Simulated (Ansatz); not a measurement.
C₂H₆OZn, SMILES `C[O][Zn][CH3]` from Hartree–Fock to CCSD(T)

```
atom    x (Å)    y (Å)    z (Å)
  C1  -1.1894  -1.9673   0.1159
  O2  -1.1882  -0.6624  -0.3774
 Zn3   0.0519   0.5964  -0.1997
  C4   1.2993   2.0517  -0.0904
  H5  -0.3735  -2.5793  -0.2954
  H6  -2.1312  -2.4555  -0.1624
  H7  -1.1138  -2.0114   1.2121
  H8   2.0200   1.8791   0.7113
  H9   0.7771   2.9885   0.1141
 H10   1.8479   2.1602  -1.0280
```

Charge 0, multiplicity 1. For Zn the d shell is correlated and the shells below it are frozen. Scalar relativity is left out up to krypton. The geometry is a stationary point of PBE0-D4/def2-TZVP. It is one conformer, not always the lowest. Frozen core, restricted reference, the Gaussian-basis code of Ansatz.

```csv
basis,HF (Eh),MP2 corr.,CCSD corr.,(T),CCSD(T) total
def2-SVP,-1931.52346,?,?,-0.02123,?
def2-TZVPP,-1931.94909,-1.11213,-1.09062,?,?
def2-QZVPP,-1931.99911,-1.19006,?,-0.04474,?
```

Question: Fill in the withheld values. (Estimate.)

Answer: The calculation gave: def2-SVP MP2 corr.: -0.78545; def2-SVP CCSD corr.: -0.79959; def2-SVP CCSD(T) total: -1932.34428; def2-TZVPP (T): -0.03810; def2-TZVPP CCSD(T) total: -1933.07781; def2-QZVPP CCSD corr.: -1.15783; def2-QZVPP CCSD(T) total: -1933.20168.
